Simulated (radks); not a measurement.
The numbers below are computed, except where a source is named.
Question: Ag II, 46 electrons, occupied as [Kr] 4d(3/2: 3, 5/2: 6) 5s1 (not the ground configuration). Code: a radial shooting solver on a logarithmic mesh with Libxc functionals. Model: Dirac Kohn-Sham, BLYP, spin-unpolarised, spherical densities, finite nucleus; Fermi nuclear charge, rms radius 4.5454 fm. Some entries of the table are withheld. Estimate them.

| orbital | occ. | eigenvalue (hartree) | r(max) (bohr) | <r> (bohr) |
|---|---|---|---|---|
| 1s1/2 | 2 | -930.9162 | 0.02015 | 0.03111 |
| 2s1/2 | 2 | -137.4412 | 0.1141 | 0.1345 |
| 2p1/2 | 2 | -127.7730 | 0.08817 | 0.1141 |
| 2p3/2 | 4 | -121.3266 | 0.09243 | 0.1192 |
| 3s1/2 | 2 | -25.57764 | 0.3328 | 0.3684 |
| 3p1/2 | 2 | (1) | 0.3192 | 0.3601 |
| 3p3/2 | 4 | (2) | 0.3291 | 0.3710 |
| 3d3/2 | 4 | -13.77947 | (3) | (4) |
| 3d5/2 | 6 | -13.55034 | (5) | (6) |
| 4s1/2 | 2 | -3.95585 | 0.8217 | 0.9090 |
| 4p1/2 | 2 | -2.74099 | 0.8581 | 0.9740 |
| 4p3/2 | 4 | -2.55106 | 0.8829 | 1.005 |
| 4d3/2 | 3 | -0.71669 | 1.019 | 1.325 |
| 4d5/2 | 6 | -0.69439 | 1.029 | 1.344 |
| 5s1/2 | 1 | (7) | 2.302 | 2.716 |

Answer: 
(1) 3p1/2 eigenvalue (hartree): -21.73124
(2) 3p3/2 eigenvalue (hartree): -20.59376
(3) 3d3/2 r(max) (bohr): 0.2720
(4) 3d3/2 <r> (bohr): 0.3438
(5) 3d5/2 r(max) (bohr): 0.2749
(6) 3d5/2 <r> (bohr): 0.3473
(7) 5s1/2 eigenvalue (hartree): -0.47260
